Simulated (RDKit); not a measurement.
Torsional profile of C7H16O2Si, SMILES O=C([SiH2]CC(C)(C)C)OC. Scanned: dihedral C1–O2–C3–Si5 and dihedral O2–C3–Si5–C6; all other coordinates were relaxed at GFN2-xTB. Points at φ and −φ are mirror images. Heavy atoms are numbered in the order of the SMILES COC(=O)[SiH2]CC(C)(C)C, hydrogens after them in the order of the atoms that carry them; the mirror image has the same energies with the sign of each dihedral reversed.

Level of theory: RDKit 2026.03.6 with MMFF94 // GFN2-xTB.

Energy in kcal/mol above the lowest grid point; x is the dihedral C1–O2–C3–Si5 (°), y the dihedral O2–C3–Si5–C6 (°).

| y \ x | -150 | -120 | -90 | -60 | -30 | 0 | 30 | 60 | 90 | 120 | 150 | 180 |
|---|---|---|---|---|---|---|---|---|---|---|---|---|
| 180 | 4.8 | 10.9 | 14.5 | 13.5 | 10.0 | 8.6 | 10.0 | 13.5 | 14.5 | 10.9 | 4.8 | 2.2 |
| 150 | 4.3 | 10.2 | 14.3 | 13.6 | 10.0 | 8.6 | 9.5 | 13.3 | 13.8 | 10.3 | 4.4 | 0.6 |
| 120 | 3.7 | 9.8 | 13.5 | 16.0 | 9.2 | 8.4 | 9.1 | 12.7 | 13.8 | 10.9 | 3.7 | 0.0 |
| 90 | 4.7 | 10.7 | 14.6 | 15.3 | 12.7 | 10.6 | 9.6 | 13.3 | 15.3 | 12.1 | 5.7 | 1.9 |
| 60 | 3.9 | 10.5 | 14.9 | 16.7 | 12.7 | 10.2 | 11.1 | 13.6 | 15.2 | 11.3 | 4.8 | 0.9 |
| 30 | 3.6 | 9.5 | 14.7 | 17.0 | 14.5 | 12.4 | 12.2 | 13.9 | 14.5 | 10.3 | 4.1 | 1.1 |
| 0 | 3.7 | 9.8 | 14.1 | 15.4 | 13.3 | 13.7 | 13.3 | 15.4 | 14.1 | 9.8 | 3.7 | 0.9 |
| -30 | 4.1 | 10.3 | 14.5 | 13.9 | 12.2 | 12.4 | 14.5 | 17.0 | 14.7 | 9.5 | 3.6 | 1.1 |
| -60 | 4.8 | 11.3 | 15.2 | 13.6 | 11.1 | 10.2 | 12.7 | 16.7 | 14.9 | 10.5 | 3.9 | 0.9 |
| -90 | 5.7 | 12.1 | 15.3 | 13.3 | 9.6 | 10.6 | 12.7 | 15.3 | 14.6 | 10.7 | 4.7 | 1.9 |
| -120 | 3.7 | 10.9 | 13.8 | 12.7 | 9.1 | 8.4 | 9.2 | 16.0 | 13.5 | 9.8 | 3.7 | 0.0 |
| -150 | 4.4 | 10.3 | 13.8 | 13.3 | 9.5 | 8.6 | 10.0 | 13.6 | 14.3 | 10.2 | 4.3 | 0.6 |

The six lowest points that lie below all their neighbours on the grid: x = 180, y = -120 (0.0 kcal/mol); x = 180, y = 120 (0.0 kcal/mol); x = 180, y = -60 (0.9 kcal/mol); x = 180, y = 60 (0.9 kcal/mol); x = 180, y = 0 (0.9 kcal/mol); x = 0, y = -120 (8.4 kcal/mol). The lowest path on the grid from the first to the second passes x = 180, y = -90 at 1.9 kcal/mol.

MMFF94 has few fitted parameters for silicon.
